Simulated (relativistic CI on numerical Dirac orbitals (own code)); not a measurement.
## Crystal-field levels of Rh²⁺, 4d7

Calculated by Dirac-Coulomb-Breit CI, separate exchange-only KLI orbitals for each configuration, a model potential for QED, valence Slater integrals scaled by 0.9, one configuration in a parametric crystal field (own radial code). With so little scaling, terms lie 10 to 35 % too far apart, which can change the order of excited levels.

Field parameters in Wybourne normalisation: D3d B²₀ = −7Dσ, B⁴₀ = −14Dq − 21Dτ, B⁴₃ = −14√(10/7) Dq; Oh B⁴₀ = 21Dq, B⁴₄ = √(5/14) B⁴₀; Td as Oh with Dq negative (B⁴₀ = 21Dq, B⁴₄ = √(5/14) B⁴₀). The field is a parameter set, without covalency.

S and J are read from ⟨S²⟩ = S(S + 1) and ⟨J²⟩ = J(J + 1) of each level; they are not fictitious spins.

Oh, 10Dq = 14450 cm⁻¹, the lowest 10 levels:

```
E (cm⁻¹)  Degeneracy  Irrep     S     J
     0.0           2     Γ6  1.50  4.26
     364           4     Γ8  1.29  3.81
    1102           4     Γ8  1.37  3.59
    2267           2     Γ7  1.50  2.91
    3885           4     Γ8  1.01  3.74
   13075           4     Γ8  1.11  3.80
   13931           2     Γ6  1.37  3.81
   14124           4     Γ8  1.37  3.58
   14383           2     Γ7  1.26  3.27
   15221           4     Γ8  0.85  4.33
```

Principal g values of the ground doublet: 4.45, 4.45, 4.45.

Td, 10Dq = -11150 cm⁻¹, the lowest 10 levels:

```
E (cm⁻¹)  Degeneracy  Irrep     S     J
     0.0           4     Γ8  1.50  3.75
   10287           4     Γ8  1.42  4.05
   10884           2     Γ6  1.47  3.81
   11484           4     Γ8  1.48  3.33
   11871           2     Γ7  1.50  3.24
   15376           2     Γ6  0.89  3.93
   15587           4     Γ8  0.73  4.27
   15906           4     Γ8  0.77  3.57
   17292           2     Γ6  1.26  3.96
   17803           2     Γ7  1.39  2.84
```

Td, 10Dq = -7700 cm⁻¹, the lowest 16 levels:

```csv
E (cm⁻¹),Degeneracy,Irrep,S,J
0.0,4,Γ8,1.49,3.85
7041,4,Γ8,1.47,4.12
7565,2,Γ6,1.48,3.85
8190,4,Γ8,1.49,3.29
8506,2,Γ7,1.50,3.26
11627,2,Γ6,1.45,4.02
12597,4,Γ8,1.45,3.35
13610,2,Γ7,1.47,2.76
14001,4,Γ8,1.47,2.37
15245,4,Γ8,0.57,4.37
15707,2,Γ6,0.60,4.16
16537,4,Γ8,0.62,3.76
20687,2,Γ7,0.60,3.87
20711,4,Γ8,0.59,3.88
21329,2,Γ6,0.61,3.73
21951,4,Γ8,1.19,2.46
```

D3d, 10Dq = 16800, Dσ = 20, Dτ = 140 cm⁻¹, the lowest 10 levels:

```
E (cm⁻¹)  Degeneracy  Irrep     S     J
     0.0           2     Γ4  0.84  3.85
     137           2  Γ5+Γ6  0.79  3.86
    1173           2     Γ4  1.50  4.18
    1916           2     Γ4  1.45  3.82
    2318           2  Γ5+Γ6  1.46  3.76
    3466           2     Γ4  1.44  3.06
    4301           2     Γ4  1.40  3.25
    4399           2  Γ5+Γ6  1.36  3.39
   15092           2  Γ5+Γ6  0.68  4.30
   15256           2     Γ4  0.75  4.09
```

Principal g values of the ground doublet: 0.08, 0.08, 2.78.

Oh, 10Dq = 11250 cm⁻¹, the lowest 10 levels:

| E (cm⁻¹) | Degeneracy | Irrep | S | J |
| --- | --- | --- | --- | --- |
| 0.0 | 2 | Γ6 | 1.49 | 4.30 |
| 661 | 4 | Γ8 | 1.47 | 3.94 |
| 1601 | 4 | Γ8 | 1.42 | 3.32 |
| 2328 | 2 | Γ7 | 1.50 | 2.94 |
| 6242 | 4 | Γ8 | 0.67 | 4.02 |
| 10944 | 4 | Γ8 | 1.38 | 3.57 |
| 11174 | 2 | Γ6 | 1.48 | 3.65 |
| 11360 | 4 | Γ8 | 1.48 | 3.35 |
| 11849 | 2 | Γ7 | 1.45 | 3.14 |
| 14918 | 4 | Γ8 | 0.60 | 4.57 |

Principal g values of the ground doublet: 4.52, 4.52, 4.52.

The free-ion ground term has S = 3/2. The field overcomes the spin-pairing energy for D3d, 10Dq = 16800, Dσ = 20, Dτ = 140 cm⁻¹, where the ground state has lower spin; these fields are assumed values.

Levels of this model without a field, named by their leading LS term: ⁴F9/2 0, ⁴F7/2 2012, ⁴F5/2 3316, ⁴F3/2 4148, ⁴P3/2 13397, ⁴P5/2 13433, ²G9/2 13860, ⁴P1/2 14760 cm⁻¹.
